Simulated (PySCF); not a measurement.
C4H10Te, SMILES C([TeH])(C)(C)C.

The structure is a stationary point at PBE0-D3(BJ)/def2-SVP. The def2 effective core potentials stand for the cores of Te; spin–orbit coupling is left out.

Level of theory: PBE0-D3(BJ)/def2-SVP in PySCF 2.14.0.

Frequencies are harmonic and unscaled.

Q: Give all harmonic wavenumbers and intensities. (An estimate is asked for; the answer gives what the named calculation found.)

A: 
```tsv
mode	ν (cm⁻¹)	IR (km/mol)	moving atoms (share of kinetic energy)
1	144	0.8	H 98 %
2	227	0.1	C 58 %, H 35 %
3	241	0.0	H 49 %, C 47 %
4	258	0.0	H 88 %, C 11 %
5	260	0.0	C 51 %, Te 26 %, H 22 %
6	297	0.0	H 92 %, C 8 %
7	306	0.0	H 94 %
8	381	0.1	C 57 %, H 43 %
9	384	0.0	C 59 %, H 41 %
10	511	3.9	C 61 %, H 37 %
11	638	11.3	H 94 %
12	836	0.7	C 71 %, H 29 %
13	948	0.2	H 65 %, C 35 %
14	953	0.5	H 65 %, C 35 %
15	957	0.0	H 82 %, C 18 %
16	1037	1.5	H 67 %, C 33 %
17	1037	2.9	H 68 %, C 32 %
18	1169	81.4	C 53 %, H 47 %
19	1253	1.2	C 67 %, H 33 %
20	1253	0.3	C 67 %, H 33 %
21	1382	14.2	H 74 %, C 26 %
22	1382	13.6	H 74 %, C 26 %
23	1404	0.0	H 80 %, C 20 %
24	1441	0.0	H 96 %
25	1451	0.4	H 96 %
26	1454	0.3	H 96 %
27	1467	11.3	H 94 %
28	1472	9.8	H 94 %
29	1483	6.5	H 95 %
30	2139	61.1	H 99 %
31	3030	15.2	H 96 %
32	3033	39.8	H 96 %
33	3039	38.2	H 97 %
34	3126	1.6	H 91 %, C 9 %
35	3127	4.4	H 91 %, C 9 %
36	3129	33.1	H 91 %, C 9 %
37	3151	9.2	H 90 %, C 10 %
38	3163	5.6	H 90 %, C 10 %
39	3165	13.7	H 90 %, C 10 %
```
